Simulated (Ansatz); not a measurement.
A family of molecules: the dipole moment

One atom is swapped for its congeners: Si(OH)Cl; Ge(OH)Cl; Sn(OH)Cl. All are singlets with charge 0.

Shapes, held fixed at every level: PBE0-D4/def2-TZVP. Flexible molecules stand in one conformer, not always the lowest. Programs: Ansatz 0.2.0. Values in D.

(1) How should the dipole moment change along the series?

## Answers

(1) At wB97M-V/def2-TZVPP the dipole moment isn't monotonic: it is largest for Sn and smallest for Ge (4.09 and 0.86 D). Every level shows the same order. For atoms past krypton def2 sets carry core potentials with scalar relativity. Relativity is left out for Ge unless named. Magnitudes only: a dipole under 1 D may point either way.

```tsv
level	Si(OH)Cl	Ge(OH)Cl	Sn(OH)Cl
PBE-D4/def2-TZVPP	1.00	0.72	3.83
r2SCAN-D4/def2-TZVPP	1.07	0.72	3.92
B3LYP-D4/def2-TZVPP	0.90	0.82	4.07
wB97M-V/def2-TZVPP	0.89	0.86	4.09
```
